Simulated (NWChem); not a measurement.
System: C$_{3}$H$_{2}$F$_{2}$; SMILES C(=C=CF)F

Output (shortened):

```
             Northwest Computational Chemistry Package (NWChem) 7.3.0
             --------------------------------------------------------

                             Geometry "geometry" -> ""
                             -------------------------

 Output coordinates in angstroms (scale by  1.889725989 to convert to a.u.)

  No.       Tag          Charge          X              Y              Z
 ---- ---------------- ---------- -------------- -------------- --------------
    1 F                    9.0000    -2.20336900    -0.17686800     0.43010000
    2 C                    6.0000    -1.25565600     0.36423200    -0.32914600
    3 C                    6.0000     0.00000000     0.00000000    -0.28953700
    4 C                    6.0000     1.25565600    -0.36423200    -0.32914600
    5 F                    9.0000     2.20336900     0.17686800     0.43010000
    6 H                    1.0000    -1.64416600     1.14910200    -0.98842100
    7 H                    1.0000     1.64416600    -1.14910200    -0.98842100

 Effective nuclear repulsion energy (a.u.)     147.5906444796

                              NWChem Property Module
                              ----------------------

  itol2e modified to match energy
  convergence criterion.

                                 NWChem DFT Module
                                 -----------------

 Summary of "ao basis" -> "ao basis" (spherical)
 ------------------------------------------------------------------------------
       Tag                 Description            Shells   Functions and Types
 ---------------- ------------------------------  ------  ---------------------
 F                          pcsseg-1                 7       17   3s3p1d
 C                          pcsseg-1                 7       17   3s3p1d
 H                          pcsseg-1                 3        5   2s1p

  itol2e modified to match energy
  convergence criterion.

            General Information
            -------------------
          SCF calculation type: DFT
          Wavefunction type:  closed shell.
          No. of atoms     :     7
          No. of electrons :    38
           Alpha electrons :    19
            Beta electrons :    19
          Charge           :     0
          Spin multiplicity:     1
          Use of symmetry is: off; symmetry adaption is: off
          Maximum number of iterations: 150
          AO basis - number of functions:    95
                     number of shells:    41
          Convergence on energy requested:  1.00D-07
          Convergence on density requested:  1.00D-05
          Convergence on gradient requested:  5.00D-04

              XC Information
              --------------
                        Slater Exchange Functional  1.000 local
                      VWN V Correlation Functional  1.000 local

             Grid Information
             ----------------
          Grid used for XC integration:  fine
          Radial quadrature: Mura-Knowles
          Angular quadrature: Lebedev.
          Tag              B.-S. Rad. Rad. Pts. Rad. Cut. Ang. Pts.
          ---              ---------- --------- --------- ---------
          F                   0.50       70          11.0       590
          C                   0.70       70          10.0       590
          H                   0.35       60          11.0       590
          Grid pruning is: on
          Number of quadrature shells:   470
          Spatial weights used:  Erf1

      Superposition of Atomic Density Guess
      -------------------------------------

 Sum of atomic energies:        -312.68916312

      Non-variational initial energy
      ------------------------------

 Total energy =    -314.740634
 1-e energy   =    -723.180369
 2-e energy   =     260.849091
 HOMO         =      -0.303476
 LUMO         =       0.014052

   convergence    iter        energy       DeltaE   RMS-Dens  Diis-err
 ---------------- ----- ----------------- --------- --------- ---------
 d= 0,ls=0.0,diis     1   -312.6403403863 -4.60D+02  1.78D-02  1.76D+00
 d= 0,ls=0.0,diis     2   -312.4721066907  1.68D-01  1.23D-02  3.26D+00
 d= 0,ls=0.0,diis     3   -312.7527478070 -2.81D-01  2.88D-03  2.65D-01
 d= 0,ls=0.0,diis     4   -312.7725567032 -1.98D-02  1.16D-03  1.45D-02
 d= 0,ls=0.0,diis     5   -312.7736471368 -1.09D-03  4.93D-04  5.97D-03
  Resetting Diis
 d= 0,ls=0.0,diis     6   -312.7743341945 -6.87D-04  1.49D-04  2.54D-04
 d= 0,ls=0.0,diis     7   -312.7743616922 -2.75D-05  3.38D-05  2.47D-06
 d= 0,ls=0.0,diis     8   -312.7743611322  5.60D-07  2.20D-05  8.84D-06
 d= 0,ls=0.0,diis     9   -312.7743619052 -7.73D-07  4.89D-06  3.98D-07
 d= 0,ls=0.0,diis    10   -312.7743619430 -3.79D-08  1.36D-06  5.89D-08

         Total DFT energy =     -312.774361943016
      One electron energy =     -725.440497548062
           Coulomb energy =      300.565300547830
    Exchange-Corr. energy =      -35.489809422338
 Nuclear repulsion energy =      147.590644479554

 Numeric. integr. density =       37.999999574622

                       DFT Final Molecular Orbital Analysis
                       ------------------------------------

 Vector   17  Occ=2.000000D+00  E=-3.402744D-01
              MO Center=  4.7D-07, -1.9D-08,  7.4D-02, r^2= 4.8D+00
   Bfn.  Coefficient  Atom+Function         Bfn.  Coefficient  Atom+Function
  ----- ------------  ---------------      ----- ------------  ---------------
    44      0.197483  3 C  px                 8     -0.196148  1 F  py
    76     -0.196148  5 F  py                 7      0.195136  1 F  px
    75      0.195136  5 F  px                11     -0.184765  1 F  py
    79     -0.184765  5 F  py                86      0.181821  6 H  s
    91     -0.181821  7 H  s                 10      0.179626  1 F  px

 Vector   18  Occ=2.000000D+00  E=-2.585871D-01
              MO Center= -1.1D-07,  1.1D-08, -1.6D-01, r^2= 2.6D+00
   Bfn.  Coefficient  Atom+Function         Bfn.  Coefficient  Atom+Function
  ----- ------------  ---------------      ----- ------------  ---------------
    43      0.320830  3 C  pz                46      0.280268  3 C  pz
    40      0.157093  3 C  pz                25      0.144025  2 C  py
    59     -0.144025  4 C  py                26      0.140836  2 C  pz
    60      0.140836  4 C  pz                11     -0.134462  1 F  py
    79      0.134462  5 F  py                 8     -0.128850  1 F  py

 Vector   19  Occ=2.000000D+00  E=-2.582780D-01
              MO Center=  1.1D-07, -1.2D-08, -2.3D-01, r^2= 2.6D+00
   Bfn.  Coefficient  Atom+Function         Bfn.  Coefficient  Atom+Function
  ----- ------------  ---------------      ----- ------------  ---------------
    42      0.312414  3 C  py                45      0.266742  3 C  py
    39      0.153568  3 C  py                12     -0.151050  1 F  pz
    80      0.151050  5 F  pz                 9     -0.146898  1 F  pz
    77      0.146898  5 F  pz                26      0.143220  2 C  pz
    60     -0.143220  4 C  pz                25      0.128510  2 C  py

 Vector   20  Occ=0.000000D+00  E=-6.413433D-02
              MO Center= -6.0D-07,  2.0D-07, -3.5D-01, r^2= 3.1D+00
   Bfn.  Coefficient  Atom+Function         Bfn.  Coefficient  Atom+Function
  ----- ------------  ---------------      ----- ------------  ---------------
    46      0.461423  3 C  pz                28     -0.336128  2 C  py
    62      0.336127  4 C  py                43      0.285821  3 C  pz
    25     -0.236170  2 C  py                59      0.236170  4 C  py
    87      0.197440  6 H  s                 92      0.197440  7 H  s
    27     -0.187477  2 C  px                29     -0.186598  2 C  pz

 Vector   21  Occ=0.000000D+00  E=-6.389669D-02
              MO Center=  6.0D-07, -2.0D-07, -1.8D-01, r^2= 3.1D+00
   Bfn.  Coefficient  Atom+Function         Bfn.  Coefficient  Atom+Function
  ----- ------------  ---------------      ----- ------------  ---------------
    45      0.424035  3 C  py                29     -0.362034  2 C  pz
    63      0.362034  4 C  pz                42      0.276732  3 C  py
    26     -0.255643  2 C  pz                60      0.255643  4 C  pz
    28     -0.222823  2 C  py                62     -0.222823  4 C  py
    44      0.217839  3 C  px                87     -0.167406  6 H  s

 Vector   22  Occ=0.000000D+00  E= 4.060682D-02
              MO Center=  7.7D-09, -7.6D-09, -1.2D+00, r^2= 7.0D+00
   Bfn.  Coefficient  Atom+Function         Bfn.  Coefficient  Atom+Function
  ----- ------------  ---------------      ----- ------------  ---------------
    87      1.368441  6 H  s                 92      1.368441  7 H  s
    20     -0.936776  2 C  s                 54     -0.936776  4 C  s
    29      0.357641  2 C  pz                63      0.357641  4 C  pz
    27      0.349391  2 C  px                61     -0.349391  4 C  px
    28     -0.345917  2 C  py                62      0.345917  4 C  py

     Multipole analysis of the density
     ---------------------------------

     L   x y z        total         alpha         beta         nuclear
     -   - - -        -----         -----         ----         -------
     0   0 0 0     -0.000000    -19.000000    -19.000000     38.000000

     1   1 0 0     -0.000000     -0.000000     -0.000000      0.000000
     1   0 1 0      0.000000      0.000000      0.000000      0.000000
     1   0 0 1     -0.633885     -0.390626     -0.390626      0.147368

     2   2 0 0    -21.551012   -210.243832   -210.243832    398.936652
     2   1 1 0     -2.543318      2.749595      2.749595     -8.042507
     2   1 0 1     -0.000000     -0.000000     -0.000000      0.000000
     2   0 2 0    -19.463948    -18.295264    -18.295264     17.126580
     2   0 1 1      0.000000      0.000000      0.000000      0.000000
     2   0 0 2    -20.126737    -22.716962    -22.716962     25.307188

          -----------------------
          Electric field gradient
          -----------------------

 1 a.u. = 0.324123 10**(16) esu/cm**3  ( or statvolts/cm**2 ) = 0.97174 10**(22) v/m**2

 ------------------------------------------------------------
   Atom      X         Y         Z
 ------------------------------------------------------------
    1 F   -4.16376  -0.33423   0.81277
 ------------------------------------------------------------

 Electric field gradient in molecular frame (a.u.)
         XX             YY             ZZ             XY             XZ             YZ
 ------------------------------------------------------------------------------------------
       -0.666492       0.711067      -0.044575      -1.399580       1.779452       0.670328

 Principal components (a.u.) and orientation
 of principal axis w.r.t. absolute frame                      Asymmetry parameter eta
 --------------------------------------------------------------------------------------
       -2.809798       1.764476       1.045322                       0.255945

        0.725687      -0.665362       0.175134
        0.395636       0.611799       0.684963
       -0.562895      -0.427779       0.707216

 ------------------------------------------------------------
   Atom      X         Y         Z
 ------------------------------------------------------------
    2 C   -2.37285   0.68830  -0.62200
 ------------------------------------------------------------

 Electric field gradient in molecular frame (a.u.)
         XX             YY             ZZ             XY             XZ             YZ
 ------------------------------------------------------------------------------------------
        0.047892       0.041943      -0.089835      -0.273312       0.244363      -0.010226

 Principal components (a.u.) and orientation
 of principal axis w.r.t. absolute frame                      Asymmetry parameter eta
 --------------------------------------------------------------------------------------
        0.392800      -0.354070      -0.038730                       0.802801

[...]

          -----------------------------------------
          Chemical Shielding Tensors (GIAO, in ppm)
          -----------------------------------------

                                NWChem CPHF Module
                                ------------------

  scftype          =     RHF
  nclosed          =       19
  nopen            =        0
  variables        =     1444
  # of vectors     =        3
  tolerance        = 0.10D-03
  level shift      = 0.00D+00
  max iterations   =       50
  max subspace     =       30

 SCF residual:    3.8639496803882294E-005

Iterative solution of linear equations
  No. of variables     1444
  No. of equations        3
  Maximum subspace       30
        Iterations       50
       Convergence  1.0D-04

   iter   nsub   residual    time
   ----  ------  --------  ---------
     1      3    1.80D-05      11.5

      Atom:    1  F
        Diamagnetic
    480.3105     10.2354    -12.1553
     10.2354    471.7637     -4.5774
    -12.1553     -4.5774    477.3040

        Paramagnetic
   -298.0568     20.4626     43.9929
     20.4626   -182.0734     91.7734
     43.9929     91.7734   -154.6189

        Total Shielding Tensor
    182.2537     30.6979     31.8376
     30.6979    289.6903     87.1960
     31.8376     87.1960    322.6851

           isotropic =     264.8764
          anisotropy =     208.2584

          Principal Components and Axis System
                 1           2           3
              403.7153    217.6831    173.2307

      1         0.1954      0.0715      0.9781
      2         0.6284      0.7566     -0.1808
      3         0.7530     -0.6500     -0.1029

      Atom:    2  C
        Diamagnetic
    266.4983     -1.6498     -6.7866
     -1.6498    244.3988     -9.2334
     -6.7866     -9.2334    244.9370

        Paramagnetic
   -208.9592      0.1022     13.0510
      0.1022   -217.0532     67.4240
     13.0510     67.4240   -222.2023

        Total Shielding Tensor
     57.5390     -1.5475      6.2644
     -1.5475     27.3456     58.1905
      6.2644     58.1905     22.7347

           isotropic =      35.8731
          anisotropy =      71.7079

          Principal Components and Axis System
                 1           2           3
               83.6784     57.4802    -33.5393

      1         0.1237      0.9904     -0.0613
      2         0.7113     -0.1316     -0.6904
      3         0.6919     -0.0418      0.7208

      Atom:    3  C
        Diamagnetic
    286.3519     -7.7300     -0.0000
     -7.7300    257.2695      0.0000
     -0.0000      0.0000    255.3471

        Paramagnetic
   -329.7762    -16.1874      0.0000
    -16.1874   -247.3054      0.0000
      0.0000      0.0000   -260.2670

        Total Shielding Tensor
    -43.4244    -23.9174      0.0000
    -23.9174      9.9641      0.0000
      0.0000      0.0000     -4.9199

           isotropic =     -12.7934
          anisotropy =     -59.6676

          Principal Components and Axis System
                 1           2           3
              -52.5718     19.1116     -4.9199

      1         0.9340     -0.3572      0.0000
      2         0.3572      0.9340     -0.0000
      3        -0.0000      0.0000      1.0000

      Atom:    4  H
        Diamagnetic
     26.2879     -4.6720      2.8740
     -4.6720     29.9731     -9.4012
      2.8740     -9.4012     27.4459

        Paramagnetic
     -1.6372      4.7577     -3.8226
      4.7577     -6.8540      7.4363
     -3.8226      7.4363     -4.9648

        Total Shielding Tensor
     24.6508      0.0857     -0.9487
      0.0857     23.1191     -1.9649
     -0.9487     -1.9649     22.4811

           isotropic =      23.4170
          anisotropy =       3.0480

          Principal Components and Axis System
                 1           2           3
               25.4490     24.1082     20.6938

      1         0.6921      0.7013      0.1709
      2         0.4800     -0.6240      0.6166
      3        -0.5390      0.3447      0.7685
```

Level: LDA (Slater exchange, VWN5)/pcSseg-1, GIAO. Coordinates come from a PBE0/def2-SVP optimisation. NWChem prints the field gradient with the sign opposite to the second derivative of the potential. The output numbers the shielded atoms by their place in the input's list. The printed shielding anisotropy is the first printed principal value minus the mean of the other two.

Task: Reconstruct the input file.

Result: Several could match; the one computed here: the input that was run:
```
start job
memory heap 200 mb stack 900 mb global 1100 mb
geometry units angstroms noautosym nocenter noautoz
  F     -2.203369    -0.176868     0.430100
  C     -1.255656     0.364232    -0.329146
  C      0.000000     0.000000    -0.289537
  C      1.255656    -0.364232    -0.329146
  F      2.203369     0.176868     0.430100
  H     -1.644166     1.149102    -0.988421
  H      1.644166    -1.149102    -0.988421
end
basis spherical
  * library pcsseg-1
end
dft
  xc slater vwn_5
  iterations 150
end
property
  shielding 4 1 2 3 6
  efieldgrad
end
task dft property
```
